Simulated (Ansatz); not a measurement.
The cluster H2Au2. The state is a triplet with charge 0. Geometry PBE0-D4/def2-TZVPD, that of the charge -1 doublet; atoms count from 1.

| atom | x (Å) | y (Å) | z (Å) |
| --- | --- | --- | --- |
| Au1 | -1.397 | -1.100 | 1.200 |
| Au2 | 0.484 | 0.412 | -0.307 |
| H3 | 1.634 | 1.543 | -0.489 |
| H4 | -0.721 | -0.855 | -0.404 |

In the def2 sets Au takes a core potential; there is no spin–orbit coupling. At PBE0-D4/def2-TZVPD a singlet of charge 0 lies 2.00 eV below the triplet at the same geometry. The structure comes from a short search, and lower isomers may exist.

(1) Estimate the Mulliken populations from the PBE0/def2-TZVPD orbitals of Ansatz.

(2) Where does the spin sit?

(3) And the Mayer bond orders between heavy atoms (over 0.3)?

Results:

(1) 
```tsv
atom	charge (e)	spin (α − β)	d electrons
Au1	-0.11	1.09	9.60
Au2	-0.08	0.42	9.59
H3	0.06	0.33	–
H4	0.13	0.16	–
```
Mulliken values depend strongly on the basis. With diffuse functions, as here, like atoms can get unlike values, and bond orders can come out too low or too high.

(2) Summed by element: Au 1.51, H 0.49, of 2 unpaired in all. Largest on single atoms: Au1 1.09, Au2 0.42, H3 0.33.

(3) Au1–Au2 0.64 (2.85 Å).
